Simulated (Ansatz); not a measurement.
Mulliken charges of `OB(O)Br` from ωB97M-V/def2-TZVPP in Ansatz (PBE0-D4/def2-TZVP geometry).

```tsv
atom	x (Å)	y (Å)	z (Å)	charge (e)
O1	0.520	0.856	-0.555	-0.284
B2	-0.165	-0.158	0.024	0.275
O3	0.329	-0.824	1.086	-0.261
Br4	-1.897	-0.698	-0.652	-0.131
H5	0.065	1.251	-1.302	0.205
H6	1.191	-0.490	1.354	0.196
```

Problem. By hand: the dipole of these point charges (1 e Å = 4.8032 D).

Solution. Σ q r = (0.216, 0.180, -0.035) e Å, of length 0.283 e Å = 1.36 D.

Problem. How does the dipole of the full density compare? (Estimate.)

Solution. Ansatz gave: (0.304, 0.284, -0.082) e Å, 2.04 D; the point charges give 0.67 times that, at 5° from its direction.

Point charges leave out the atoms' own dipoles, such as those of lone pairs, and Mulliken's split depends on the basis, so the two needn't agree.
